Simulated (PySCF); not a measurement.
Atoms are numbered as in `[O:1]=[C:2]1[CH2:3][C@@H:4]2[CH2:5][CH2:6][C@H:7]1[CH2:8]2`; H(Xn) means a hydrogen on atom n. Ha(C5), Ha(C6) are cis to C2 on the ring; Ha(C3), Ha(C8) are cis to C5 on the ring; Hb(C5), Hb(C6) are trans to C2 on the ring; Hb(C3), Hb(C8) are trans to C5 on the ring.

- PBE0/pcSseg-1 with gauge-including orbitals
- geometry from PBE0-D3(BJ)/def2-SVP
- code: PySCF 2.14
- no solvent model, single conformer, non-relativistic Hamiltonian

Shifts are taken against calculated references (same method and geometry level): TMS for 13C and 1H; 17O against H2O.

```json
{"atoms": "Ha(C8)", "nucleus": "1H", "count": "1", "Hirshfeld charge": "0.04", "δ (ppm)": "1.31"}
{"atoms": "C4", "nucleus": "13C", "count": "1", "Hirshfeld charge": "-0.03", "δ (ppm)": "37.1"}
{"atoms": "C3", "nucleus": "13C", "count": "1", "Hirshfeld charge": "-0.08", "δ (ppm)": "?"}
{"atoms": "C8", "nucleus": "13C", "count": "1", "Hirshfeld charge": "-0.07", "δ (ppm)": "39.2"}
{"atoms": "C2", "nucleus": "13C", "count": "1", "Hirshfeld charge": "0.17", "δ (ppm)": "?"}
{"atoms": "Ha(C3)", "nucleus": "1H", "count": "1", "Hirshfeld charge": "0.05", "δ (ppm)": "1.63"}
{"atoms": "C5", "nucleus": "13C", "count": "1", "Hirshfeld charge": "-0.07", "δ (ppm)": "29.7"}
{"atoms": "Ha(C6)", "nucleus": "1H", "count": "1", "Hirshfeld charge": "0.04", "δ (ppm)": "?"}
{"atoms": "H(C4)", "nucleus": "1H", "count": "1", "Hirshfeld charge": "0.04", "δ (ppm)": "2.28"}
{"atoms": "C7", "nucleus": "13C", "count": "1", "Hirshfeld charge": "-0.04", "δ (ppm)": "51.7"}
{"atoms": "Hb(C3)", "nucleus": "1H", "count": "1", "Hirshfeld charge": "0.05", "δ (ppm)": "?"}
{"atoms": "Hb(C5)", "nucleus": "1H", "count": "1", "Hirshfeld charge": "0.04", "δ (ppm)": "?"}
{"atoms": "C6", "nucleus": "13C", "count": "1", "Hirshfeld charge": "-0.06", "δ (ppm)": "26.6"}
{"atoms": "O1", "nucleus": "17O", "count": "1", "Hirshfeld charge": "-0.25", "δ (ppm)": "635.8"}
{"atoms": "Hb(C8)", "nucleus": "1H", "count": "1", "Hirshfeld charge": "0.04", "δ (ppm)": "1.44"}
{"atoms": "Ha(C5)", "nucleus": "1H", "count": "1", "Hirshfeld charge": "0.04", "δ (ppm)": "1.29"}
{"atoms": "H(C7)", "nucleus": "1H", "count": "1", "Hirshfeld charge": "0.05", "δ (ppm)": "2.13"}
{"atoms": "Hb(C6)", "nucleus": "1H", "count": "1", "Hirshfeld charge": "0.04", "δ (ppm)": "?"}
```

**Question.** Fill in the missing shifts.

**Answer.** 
- C2: 218.1 ppm, ketone carbonyl carbon; low-lying n→π* states of the double bond to the heteroatom give a large paramagnetic term (-282 ppm)
- C3: 47.0 ppm, sp3 CH2 α to a carbonyl; α to the electron-withdrawing carbonyl group
- Hb(C3): 1.95 ppm, hydrogen on an sp3 CH2 α to a carbonyl; α to C=O
- Hb(C6): 1.71 ppm, hydrogen on an sp3 CH2 in a ring
- Hb(C5): 1.70 ppm, hydrogen on an sp3 CH2 in a ring; far from electronegative atoms and π systems
- Ha(C6): 1.38 ppm, hydrogen on an sp3 CH2 in a ring

Shifts are as computed. Against solution values, carbons near 30 ppm lie about +2 ppm off and those near 130 ppm about +5 ppm. Of 1211 compounds with measured shifts, 218 miss one by over three times the rms of a fit or turn the order of signals round; such compounds aren't used in these exercises. Unscaled 17O shifts of doubly bonded oxygen tend to come out too high, by tens of ppm or more. Experimental scales use liquid or dissolved standards, which lie at an offset from isolated H2O (liquid H2O: subtract about 36 ppm).
